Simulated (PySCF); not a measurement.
Vertical excitations of a molecule C2H7BOS from TDA-M06-2X/def2-SVPD (PySCF), as energy in eV (oscillator strength): 6.41 (0.018), 7.04 (0.118), 7.05 (0.020), 7.13 (0.036), 7.60 (0.024), 7.78 (0.002), 7.89 (0.001), 8.30 (0.105), 8.45 (0.008), 8.61 (0.000). Lowest triplet (TDA): 6.07 eV. Geometry optimised at B3LYP-D3(BJ)/def2-SVP. One conformer was computed; it need not be the lowest.

**Question.** Identify the compound among the candidates.
A) COB(C)S
B) COBSC
C) CSB(C)O

**Answer.** A, COB(C)S
